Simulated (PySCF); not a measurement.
Isomers of C7H9ClOSi.

All values: PBE0/pcSseg-1 (PySCF) at GFN2-xTB geometries, gas phase, one conformer each.

Question: Rank by HOMO–LUMO gap, lowest first.
A. `[CH3:1][O:2][SiH2:3][c:4]1[cH:5][cH:6][cH:7][c:8]([Cl:9])[cH:10]1` with C1–O2–Si3–C4 180°, O2–Si3–C4–C5 0°
B. `[SiH3:1][O:2][C:3]1=[CH:4][CH2:5][CH:6]=[CH:7]/[C:8]1=[CH:9]\[Cl:10]` with Si1–O2–C3–C4 -49°
C. `[O:1]=[C:2]1[CH:3]=[C:4]([CH2:5]/[CH:6]=[CH:7]\[Cl:8])[CH2:9][SiH2:10]1` with C3–C4–C5–C6 -107°, C4–C5–C6–C7 -112°
D. `[CH3:1][C:2]1=[CH:3][CH:4]=[C:5]([O:6][SiH3:7])/[C:8]1=[CH:9]/[Cl:10]` with C4–C5–O6–Si7 0°

Answer: D (3.83 eV), C (4.78 eV), B (5.01 eV), A (6.37 eV).

Question: Rank by the highest IAO charge on any atom, highest value first.
A. `[SiH3:1][O:2][C:3]1=[CH:4][CH2:5][CH:6]=[CH:7]/[C:8]1=[CH:9]\[Cl:10]` with Si1–O2–C3–C4 -49°
B. `[CH3:1][O:2][SiH2:3][c:4]1[cH:5][cH:6][cH:7][c:8]([Cl:9])[cH:10]1` with C1–O2–Si3–C4 180°, O2–Si3–C4–C5 0°
C. `[O:1]=[C:2]1[CH:3]=[C:4]([CH2:5]/[CH:6]=[CH:7]\[Cl:8])[CH2:9][SiH2:10]1` with C3–C4–C5–C6 -107°, C4–C5–C6–C7 -112°

Answer: B (+1.014 e), A (+0.881 e), C (+0.682 e).

All values together:

| SMILES | μ (D) | HOMO (eV) | LUMO (eV) | lowest IAO charge (e) | highest IAO charge (e) | lowest Hirshfeld charge (e) | highest Hirshfeld charge (e) |
| --- | --- | --- | --- | --- | --- | --- | --- |
| CO[SiH2]c1cccc(Cl)c1 | 2.56 | -7.15 | -0.78 | -0.639 (O) | +1.014 (Si) | -0.216 (O) | +0.395 (Si) |
| O=C1C=C(C/C=C\Cl)C[SiH2]1 | 3.22 | -6.55 | -1.76 | -0.558 (C) | +0.682 (Si) | -0.248 (O) | +0.339 (Si) |
| CC1=CC=C(O[SiH3])/C1=C/Cl | 1.22 | -5.76 | -1.93 | -0.579 (O) | +0.876 (Si) | -0.187 (O) | +0.396 (Si) |
| [SiH3]OC1=CCC=C/C1=C\Cl | 2.62 | -6.13 | -1.12 | -0.599 (O) | +0.881 (Si) | -0.188 (O) | +0.396 (Si) |

Conformers: `[CH3:1][O:2][SiH2:3][c:4]1[cH:5][cH:6][cH:7][c:8]([Cl:9])[cH:10]1` with C1–O2–Si3–C4 180°, O2–Si3–C4–C5 0°; `[O:1]=[C:2]1[CH:3]=[C:4]([CH2:5]/[CH:6]=[CH:7]\[Cl:8])[CH2:9][SiH2:10]1` with C3–C4–C5–C6 -107°, C4–C5–C6–C7 -112°; `[CH3:1][C:2]1=[CH:3][CH:4]=[C:5]([O:6][SiH3:7])/[C:8]1=[CH:9]/[Cl:10]` with C4–C5–O6–Si7 0°; `[SiH3:1][O:2][C:3]1=[CH:4][CH2:5][CH:6]=[CH:7]/[C:8]1=[CH:9]\[Cl:10]` with Si1–O2–C3–C4 -49°.
